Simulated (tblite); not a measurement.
Species: C5H6ClF.
Numbering: `[CH2:1]=[C:2]([F:3])/[C:4]([Cl:5])=[CH:6]\[CH3:7]` (hydrogens: H8, H9 on C1; H10 on C6; H11, H12, H13 on C7)

Computed with GFN2-xTB (tblite), gas phase: Langevin dynamics at 300 K from the optimised GFN2-xTB geometry, time step 0.5 fs, friction 0.01 fs⁻¹, 2000 steps.

Start geometry:
```
atom  x, y, z in Å
C1      2.448   -0.292    0.276
C2      1.137   -0.327    0.072
F3      0.593   -1.482   -0.384
C4      0.172    0.743    0.282
Cl5     0.875    2.210    0.895
C6     -1.146    0.718    0.063
C7     -1.942   -0.432   -0.457
H8      3.051   -1.160    0.082
H9      2.934    0.594    0.635
H10    -1.699    1.620    0.285
H11    -1.894   -1.276    0.230
H12    -2.980   -0.141   -0.582
H13    -1.554   -0.775   -1.414
```

The statistics below take the 31 frames saved every 25 fs from 250 to 1000 fs; their kinetic temperature (all 3N coordinates) averages 288 K.

Task: How do the bond lengths spread?

Result: 
```json
{"bond": "C1=C2", "start (Å)": "1.327", "mean (Å)": "1.329", "standard deviation (Å)": "0.023", "shortest (Å)": "1.292", "longest (Å)": "1.367"}
{"bond": "C2–F3", "start (Å)": "1.355", "mean (Å)": "1.361", "standard deviation (Å)": "0.023", "shortest (Å)": "1.307", "longest (Å)": "1.409"}
{"bond": "C2–C4", "start (Å)": "1.456", "mean (Å)": "1.461", "standard deviation (Å)": "0.024", "shortest (Å)": "1.407", "longest (Å)": "1.509"}
{"bond": "C4–Cl5", "start (Å)": "1.738", "mean (Å)": "1.747", "standard deviation (Å)": "0.041", "shortest (Å)": "1.664", "longest (Å)": "1.871"}
{"bond": "C4=C6", "start (Å)": "1.336", "mean (Å)": "1.340", "standard deviation (Å)": "0.025", "shortest (Å)": "1.283", "longest (Å)": "1.379"}
{"bond": "C6–C7", "start (Å)": "1.492", "mean (Å)": "1.494", "standard deviation (Å)": "0.032", "shortest (Å)": "1.416", "longest (Å)": "1.565"}
{"bond": "C1–H8", "start (Å)": "1.075", "mean (Å)": "1.078", "standard deviation (Å)": "0.029", "shortest (Å)": "1.030", "longest (Å)": "1.141"}
{"bond": "C1–H9", "start (Å)": "1.072", "mean (Å)": "1.077", "standard deviation (Å)": "0.031", "shortest (Å)": "1.016", "longest (Å)": "1.134"}
{"bond": "C6–H10", "start (Å)": "1.081", "mean (Å)": "1.088", "standard deviation (Å)": "0.039", "shortest (Å)": "0.994", "longest (Å)": "1.183"}
{"bond": "C7–H11", "start (Å)": "1.089", "mean (Å)": "1.091", "standard deviation (Å)": "0.031", "shortest (Å)": "1.033", "longest (Å)": "1.143"}
{"bond": "C7–H12", "start (Å)": "1.086", "mean (Å)": "1.092", "standard deviation (Å)": "0.026", "shortest (Å)": "1.044", "longest (Å)": "1.165"}
{"bond": "C7–H13", "start (Å)": "1.089", "mean (Å)": "1.092", "standard deviation (Å)": "0.024", "shortest (Å)": "1.047", "longest (Å)": "1.152"}
```

Task: How far does each atom move about its mean position (frames aligned on the start, all atoms weighted alike), and what rms force does it feel?

Result: 
```tsv
atom	rms displacement (Å)	rms force (eV/Å)
C1	0.17	2.18
C2	0.15	1.78
F3	0.47	0.87
C4	0.15	1.76
Cl5	0.27	0.87
C6	0.11	2.18
C7	0.11	1.85
H8	0.19	1.00
H9	0.43	1.09
H10	0.18	1.35
H11	0.69	1.08
H12	0.64	0.92
H13	0.55	0.83
```

The displacements run from 0.11 to 0.69 Å, the largest at H11.

Task: Follow the torsion C1–C2–C4–Cl5 through every second one of these frames.

Result: 
```tsv
t (fs)	C1–C2–C4–Cl5 (°)
250	-6
300	0
350	-6
400	-12
450	2
500	12
550	33
600	32
650	39
700	45
750	42
800	21
850	15
900	30
950	25
1000	15
```

Largest departure from the start value over all these frames: C1–C2–C4–Cl5 58° (start -1°).

Task: How widely does the potential energy scatter, against a harmonic estimate?

Result: Mean 0.41 eV above the start, standard deviation 0.094 eV, range 0.28 to 0.63 eV. For 33 classical harmonic modes at 300 K the canonical values are 33kT/2 = 0.43 eV and kT·√(33/2) = 0.105 eV.

The run is classical and short, so these are rough statistics of one trajectory.

The cost below is that of the whole dynamics run. Time: 11 s wall; peak memory 0.18 GiB. Hardware: one thread, Intel Xeon Platinum 8488C (x86_64), shared host with 192 logical CPUs at a one-minute load of 35.
